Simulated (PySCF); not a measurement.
HOY, SMILES [OH][Y]. Geometry: PBE0-D3(BJ)/def2-TZVPD. The multiplicity is an assumed one; other spin states were not compared. The def2 effective core potentials stand for the cores of Y; spin–orbit coupling is left out.

These are PBE0-D3(BJ)/def2-TZVPD in PySCF values and carry that method's errors.

Harmonic wavenumbers (cm⁻¹): 316, 316, 687, 3980. Rotational constants (GHz): 8.754 (linear); symmetry number 1.

Problem. Work out the zero-point energy and the ideal-gas rigid-rotor harmonic-oscillator thermochemistry at 298.15 K and 1 atm.

Solution. ZPE = ½ Σ hcν = ½ × 5298 cm⁻¹ = 31.69 kJ/mol. H − E(el) = 42.78 kJ/mol. Entropy in J/(mol K): translation 166.90, rotation 62.90, vibration 12.50, total 242.30. G − E(el) = -29.46 kJ/mol. Cp = 46.43 J/(mol K).
